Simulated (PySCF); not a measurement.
# Dipole response of F²⁺ (fluorine, charge +2)

[He] 2s2 2p3, high-spin 4S determinant. All numbers are calculated (PySCF 2.14, the spin-free X2C one-electron Hamiltonian (Gaussian nucleus), in aug-cc-pCVTZ-DK). Coupled (time-dependent) response in atomic units; α is the mean over directions.

```json
{"method": "UHF", "mean α (bohr³)": "1.267", "C₆ (like pair)": "1.558", "S(−4)": "1.525"}
{"method": "PBE", "mean α (bohr³)": "1.250", "C₆ (like pair)": "1.597", "S(−4)": "1.245"}
{"method": "PBE0", "mean α (bohr³)": "1.242", "C₆ (like pair)": "1.573", "S(−4)": "1.271"}
{"method": "BHandHLYP", "mean α (bohr³)": "1.213", "C₆ (like pair)": "1.526", "S(−4)": "1.183"}
{"method": "B3LYP", "mean α (bohr³)": "1.223", "C₆ (like pair)": "1.553", "S(−4)": "1.172"}
```

S(−4) is the Cauchy moment in α(ω) = α(0) + S(−4) ω² + …

α(iu) at BHandHLYP:

| u (hartree) | α(iu) (bohr³) |
| --- | --- |
| 0 | 1.213 |
| 0.0500 | 1.210 |
| 0.100 | 1.201 |
| 0.200 | 1.169 |
| 0.300 | 1.121 |
| 0.500 | 1.004 |
| 0.750 | 0.8604 |
| 1.00 | 0.7399 |
| 1.50 | 0.5596 |
| 2.00 | 0.4343 |
| 3.00 | 0.2783 |
| 5.00 | 0.1382 |

A single London oscillator, α(iu) = α/(1 + u²/ω²), gives C₆ = (3/4) ω α². Matching the computed C₆ needs ω = 4 × 1.526 / (3 × 1.213²) = 1.38 hartree.

For an ion, C₆ is the dispersion term alone; charge-induced terms of lower order in 1/R come first.
